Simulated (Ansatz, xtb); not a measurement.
**Ranking isomers of C3H5BS**

3 gas-phase structures of C3H5BS, from a drawn sample of its isomers (lower ones may exist). Each was relaxed with GFN2-xTB:

A. `BC#CCS`, a singlet
B. `B[C@@H](S)C#C`, a singlet
C. `BCC#CS`, a singlet

**Question.** Make a reasoned guess at their ranking by r2SCAN-D4/def2-SVP single-point energy.

**Answer.** Calculated order at r2SCAN-D4/def2-SVP: A (0.0), C (10.0), B (18.4) kcal/mol.

Energies above the lowest of each column, in kcal/mol; the last columns are at B3LYP-D3(BJ)/def2-SVP geometries:

| structure | GFN2-xTB | HF/STO-3G | r2SCAN-D4/def2-SVP | B3LYP-D3(BJ)/def2-SVP | CCSD(T)/def2-SVP + ΔMP2/def2-TZVPP |
| --- | --- | --- | --- | --- | --- |
| A | 0.0 | 0.0 | 0.0 | 0.0 | 0.0 |
| C | 7.1 | 4.6 | 10.0 | 10.4 | 9.0 |
| B | 14.2 | 18.1 | 18.4 | 16.6 | 13.7 |

Every level run on A puts it lowest or level with the lowest. Flexible structures stand in one conformer each, not always the lowest. ΔMP2 is the change of the MP2 energy from the smaller to the larger basis.

Programs: Ansatz 0.2.0, xtb 6.7.1.
